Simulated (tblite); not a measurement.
Compound: C5H15NOSi2.
SMILES with atom numbers: `[CH3:1][CH:2]([CH3:3])[O:4][Si@H:5]1[CH2:6][Si@@H:7]([NH2:8])[CH2:9]1` (hydrogens: H10, H11, H12 on C1; H13 on C2; H14, H15, H16 on C3; H17 on Si5; H18, H19 on C6; H20 on Si7; H21, H22 on N8; H23, H24 on C9)

A start from a force field or distance geometry was refined with GFN2-xTB geometry optimisation, gas phase in tblite 0.8.0. Values at the start:

| coordinate | start |
| --- | --- |
| C1–C2 | 1.519 Å |
| C1–H10 | 1.125 Å |
| C2–O4 | 1.395 Å |
| C2–H13 | 1.108 Å |
| O4–Si5 | 1.673 Å |
| Si5–C6 | 1.893 Å |
| Si5–C9 | 1.890 Å |
| Si5–H17 | 1.453 Å |
| C6–Si7 | 1.895 Å |
| C6–H18 | 1.088 Å |
| C6–H19 | 1.100 Å |
| Si7–N8 | 1.749 Å |
| Si7–H20 | 1.477 Å |
| N8–H21 | 1.035 Å |
| C1–C2–O4 | 108.3° |
| C2–O4–Si5 | 112.5° |
| C3–C2–O4 | 114.4° |
| O4–Si5–C6 | 116.4° |
| Si5–C6–Si7 | 83.5° |
| C6–Si5–C9 | 83.8° |
| C6–Si7–N8 | 117.0° |
| C6–Si7–C9 | 83.9° |
| C1–C2–O4–Si5 | -116° |
| C2–O4–Si5–C6 | -107° |
| O4–Si5–C9–Si7 | -153° |
| Si5–C6–Si7–N8 | -153° |

Problem. How do these coordinates change at the GFN2-xTB level?

Solution. 
```tsv
coordinate	GFN2-xTB (Å or °)	change
O4–Si5	1.617	-0.056
C1–H10	1.086	-0.039
N8–H21	1.008	-0.027
Si5–C9	1.913	+0.023
Si7–N8	1.727	-0.022
Si5–H17	1.469	+0.016
C6–H19	1.084	-0.016
C6–Si7	1.905	+0.010
C2–O4	1.403	+0.008
Si5–C6	1.901	+0.008
C2–H13	1.100	-0.008
C1–C2	1.524	+0.005
C6–H18	1.085	-0.003
Si7–H20	1.474	-0.003
C2–O4–Si5	130.4	+17.9
O4–Si5–C6	107.8	-8.6
Si5–C6–Si7	90.5	+7.0
C3–C2–O4	107.7	-6.7
C6–Si5–C9	89.6	+5.8
C6–Si7–C9	89.5	+5.6
C6–Si7–N8	111.6	-5.4
C1–C2–O4	111.2	+2.9
C2–O4–Si5–C6	-168	-61
C1–C2–O4–Si5	-57	+59
O4–Si5–C9–Si7	-116	+37
Si5–C6–Si7–N8	-119	+34
```

The energy falls by 31.4 kcal/mol over 138 L-BFGS steps, the largest force on an atom goes from 2.84 to 0.010 eV/Å, and the atoms move by 0.774 Å rms after alignment. The bond that changes most is O4–Si5 (silyl ether oxygen to oxygen-bound silicon), which shortens by 0.056 Å. Bonds longer at the end by more than 0.005 Å: 8 of 24; shorter: 13. Among the dihedrals that turn most is H10–C1–C2–C3, from -113° to -176°. Rotational constants go from 2742, 563.8, 550.1 to 2528, 552.4, 525.1 MHz.

Hardware: one thread of an Arm Neoverse V1, no GPU (shared host). Cost: 1.7 s wall.

Its lowest GFN2-xTB frequency is 4i cm⁻¹, too small to tell a flat minimum from a shallow saddle. One conformer, not necessarily the lowest. 3 starts were optimised and ended at 0.00, 0.11 and 0.29 kcal/mol (GFN2-xTB); the lowest of these is shown.

The numbers are calculated, not measured.
